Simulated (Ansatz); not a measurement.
The molecule LiMg, multiplicity 2 (lowest of 2S+1 = 2, 4 at CCSD(T)/def2-TZVPP on PBE0 minima; our sources give no spin for the ground state, which may be another).

The constants come from a fifth-degree fit in 1/R (seven points, main isotopes). In def2 and cc sets the state is the lowest found near the PBE0 minimum, followed along R.

Codes used: Ansatz (a quantum-chemistry and plane-wave program). Values without a source in brackets are computed.

```csv
level,r_e (Å),ω_e (cm⁻¹),α_e (cm⁻¹),ω_e x_e (cm⁻¹),D_e (eV),dipole (D)
SVWN5/def2-TZVPP,3.043,206,0.0070,3.5,0.36,0.82
PBE/def2-TZVPP,3.086,200,0.0070,3.6,0.30,0.73
r2SCAN/def2-TZVPP,3.100,201,0.0070,3.7,0.33,1.34
B97M-V/def2-TZVPP,3.091,205,0.0049,2.0,0.30,1.19
B3LYP/def2-TZVPP,3.125,179,0.0090,4.8,0.18,0.58
PBE0/def2-TZVPP,3.099,196,0.0075,3.9,0.27,0.91
BHLYP/def2-TZVPP,3.145,171,0.010,5.5,0.14,0.66
CAM-B3LYP/def2-TZVPP,3.126,171,0.011,5.7,0.14,0.71
wB97X-V/def2-TZVPP,3.145,172,0.011,6.0,0.13,0.99
wB97M-V/def2-TZVPP,3.180,153,0.011,4.9,0.13,0.47
B2PLYP/def2-TZVPP,3.167,163,0.011,5.7,0.13,-
CCSD/def2-TZVPP,3.211,148,0.013,7.0,0.11,-
CCSD/def2-QZVPP,3.108,173,0.011,6.5,0.16,-
CCSD(T)/def2-TZVPP,3.190,155,0.012,6.4,0.13,-
CCSD(T)/def2-QZVPP,3.092,180,0.011,6.0,0.18,-
```

D_e counts from each atom's lowest state at the same level, without counterpoise or zero-point energy.

Correlated levels freeze the inner cores; with def2 sets outer-core shells near the valence are correlated too.

Measured for the ground state: D_0 0.66 ± 0.065 eV (a handbook's tabulated 298 K bond energy less 3RT/2; such tables hold older values) [Luo, bond dissociation energies, CRC Handbook].
